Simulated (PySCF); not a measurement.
Te(OH)(NMe2) (C₂H₇NOTe), SMILES CN(C)[Te]O.

Geometry optimised at PBE0-D3(BJ)/def2-SVP. This is a generated structure with no PubChem entry under its InChIKey; it may be hypothetical. The def2 effective core potentials stand for the cores of Te; spin–orbit coupling is left out. One conformer was computed; it need not be the lowest.

Calculation: PySCF with TDDFT-LC-ωPBE/def2-SVPD.

Vertical excitations. The molecule is in vacuum.

Computed excitation energies, oscillator strengths and character:
```tsv
state	energy (eV)	λ (nm)	f	main pairs
S1	3.54	350	0.001	HOMO→LUMO 80 %
S2	4.44	279	0.003	HOMO→LUMO+1 62 %, HOMO→LUMO+4 18 %
S3	5.47	227	0.019	HOMO−1→LUMO 51 %, HOMO−1→LUMO+1 25 %, HOMO−1→LUMO+4 11 %
S4	5.56	223	0.052	HOMO−1→LUMO 33 %, HOMO−1→LUMO+1 31 %, HOMO−1→LUMO+3 9 %, HOMO−1→LUMO+4 9 %
S5	6.18	201	0.125	HOMO→LUMO+2 50 %, HOMO→LUMO+3 26 %, HOMO→LUMO+1 10 %
S6	6.29	197	0.035	HOMO−2→LUMO 70 %
S7	6.94	179	0.045	HOMO→LUMO+3 54 %, HOMO→LUMO+2 30 %
S8	7.07	175	0.001	HOMO−1→LUMO+4 29 %, HOMO−1→LUMO+3 28 %, HOMO−1→LUMO+2 26 %
S9	7.31	170	0.014	HOMO→LUMO+5 49 %, HOMO→LUMO+4 26 %, HOMO→LUMO 9 %
S10	7.33	169	0.011	HOMO→LUMO+4 44 %, HOMO→LUMO+5 23 %, HOMO→LUMO+1 17 %
T1	2.76	449	0	HOMO→LUMO 79 %, HOMO→LUMO+5 15 %
T2	3.50	354	0	HOMO→LUMO+1 57 %, HOMO→LUMO+4 23 %
T3	4.61	269	0	HOMO−1→LUMO 61 %, HOMO−1→LUMO+5 11 %, HOMO−1→LUMO+1 10 %
T4	4.95	251	0	HOMO−1→LUMO+1 42 %, HOMO−1→LUMO+4 19 %, HOMO−1→LUMO 19 %
```
Triplets are in the Tamm–Dancoff approximation, which puts them higher than full response would, so one can lie above its singlet here.
